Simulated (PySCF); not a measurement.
**A search over the determinants of MgBe**

Unrestricted PBE0; basis Mg 6-311G(d,p), Be 6-311G(d,p); no relativity; PySCF 2.14. Outer shells of the fragments: Mg 3s2; Be 2s2.

Followed along the bond (rough minima from three points):

| 2Ms+1 | unpaired | ⟨S²⟩ at the start | R at minimum (Å) | Te (eV) |
| --- | --- | --- | --- | --- |
| 1 | none | 0.00 | 3.06 | 0.00 |
| 3 | σ ↑, π ↑ | 2.04 | 2.40 | 1.04 |
| 3 | σ ↑↑ | 2.00 | 2.59 | 1.09 |
| 1 | σ ↑, π ↓ | 1.05 | 2.38 | 1.33 |

Solutions found at the starting distance of 2.315 Å, counted from the lowest of them; the search is not exhaustive and high or unbound solutions are not listed, so other states can lie among these:

```json
{"2Ms+1": "1", "unpaired": "none", "term": "¹Σ⁺", "E (eV)": "0.00", "⟨S²⟩": "0.00", "⟨Lz²⟩": "0.00", "μ (D)": "-0.57"}
{"2Ms+1": "3", "unpaired": "σ ↑, π ↑", "term": "³Π", "E (eV)": "0.55", "⟨S²⟩": "2.04", "⟨Lz²⟩": "1.00", "μ (D)": "-1.66"}
{"2Ms+1": "3", "unpaired": "σ ↑↑", "term": "³Σ⁺", "E (eV)": "0.76", "⟨S²⟩": "2.00", "⟨Lz²⟩": "0.00", "μ (D)": "-0.56"}
{"2Ms+1": "1", "unpaired": "σ ↑, π ↓", "term": "mixed", "E (eV)": "0.84", "⟨S²⟩": "1.05", "⟨Lz²⟩": "1.01", "μ (D)": "-1.66"}
{"2Ms+1": "3", "unpaired": "π ↑↑", "term": "³Σ⁻", "E (eV)": "2.30", "⟨S²⟩": "2.11", "⟨Lz²⟩": "0.00", "μ (D)": "-2.85"}
{"2Ms+1": "1", "unpaired": "π ↑↓", "term": "mixed", "E (eV)": "2.49", "⟨S²⟩": "1.01", "⟨Lz²⟩": "2.02", "μ (D)": "-2.64"}
{"2Ms+1": "1", "unpaired": "none", "term": "mixed", "E (eV)": "3.02", "⟨S²⟩": "0.28", "⟨Lz²⟩": "2.00", "μ (D)": "-1.92"}
{"2Ms+1": "3", "unpaired": "π ↑↑", "term": "mixed", "E (eV)": "4.07", "⟨S²⟩": "2.03", "⟨Lz²⟩": "2.01", "μ (D)": "0.03"}
```

A term symbol is given only where ⟨S²⟩ and ⟨Lz²⟩ are close to those of a pure state; real π, δ and φ orbitals otherwise mix terms. A positive dipole means Mg(−)Be(+).

**Question.** Compare the gap between the two lowest followed solutions at the starting distance with the gap between their minima.

**Answer.** At PBE0 the second solution (triplet, unpaired electrons σ ↑, π ↑) lies +0.55 eV from the first (singlet, closed shell) at 2.315 Å and +1.04 eV at the minima; the two curves relax by different amounts, since their minima lie near 2.40 and 3.06 Å.

Counting both spins, an empty level lies below a filled one in some of these solutions, because spin and occupation are held.
